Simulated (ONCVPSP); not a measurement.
**chlorine (Cl): variants of one ONCV potential**

Base potential:

```
Element                 : chlorine (Cl)
Generator               : ONCVPSP 4.0.1
Type                    : optimised norm-conserving Vanderbilt (ONCV)
Functional              : LDA (Perdew-Wang 92)
Relativity              : scalar-relativistic
Frozen core             : [He]
Valence charge          : 15
Reference configuration : 2s2 2p6 3s2 3p5
Partial waves           : 2s+3s: rc 0.80 bohr, ncon 4, nbas 7, qcut 18.4 1/bohr, 2 projectors; 2p+3p: rc 0.65 bohr, ncon 4, nbas 8, qcut 25.2 1/bohr, 2 projectors
Local potential         : polynomial inside 0.55 bohr (lpopt 5, dvloc0 0 Ha)
Core correction         : polynomial model core, fcfact 0.2
```

Cutoffs, loose and tight: the cutoffs (Ha) at which the residual kinetic energy of the hardest occupied pseudo-wave falls to 1 and 0.1 mHa per electron. They do not see the model core or the augmentation charge, which bear on the density cutoff. Test errors are all-electron minus pseudo excitation energies from the reference, over the configurations 2s2 2p6 3s2 3p4; 2s2 2p6 3s2 3p3; 2s2 2p6 3s2 3p2; 2s2 2p6 3s1 3p5. A dash means not determined; rows that change the core or the reference have their own tests.

```tsv
change	outcome	cutoff, loose	cutoff, tight	bound ghosts	GHOST(+) flags above zero	largest test error (meV)
base	generated	222 Ha	252 Ha	none	none	+10
core correction Teter function, fcfact 5.75, rcfact 1.4	generated	222 Ha	252 Ha	none	none	+10
s: nbas 8	generated	222 Ha	252 Ha	none	none	+10
core correction polynomial model core, fcfact 0.28	generated	222 Ha	252 Ha	none	none	+10
s: qcut 15.5	generated	222 Ha	252 Ha	none	none	+10
s: rc 0.68	generated	222 Ha	252 Ha	none	none	+9.7
functional PBEsol	generated	221 Ha	252 Ha	none	none	+9.9
local potential polynomial inside 0.65 bohr (lpopt 5, dvloc0 0 Ha)	generated	222 Ha	252 Ha	none	none	+10
s: rc 1.02	generated	222 Ha	252 Ha	none	none	+11
```

Task: What comes out with this change to the base: p: qcut 29.9?

Result: outcome: generated; cutoff, loose: 243 Ha; cutoff, tight: 279 Ha; bound ghosts: none; GHOST(+) flags above zero: none; largest test error (meV): +9.5.

Task: What comes out with this change to the base: all radii but the core radius scaled by about 1.05 (s 0.84, p 0.68 bohr); local potential polynomial inside 0.58 bohr (lpopt 5, dvloc0 0 Ha)?

Result: outcome: generated; cutoff, loose: 214 Ha; cutoff, tight: 244 Ha; bound ghosts: none; GHOST(+) flags above zero: none; largest test error (meV): +10.

Task: What comes out with this change to the base: p: ncon 5, nbas 9?

Result: outcome: generated; cutoff, loose: 235 Ha; cutoff, tight: 265 Ha; bound ghosts: none; GHOST(+) flags above zero: none; largest test error (meV): +9.6.
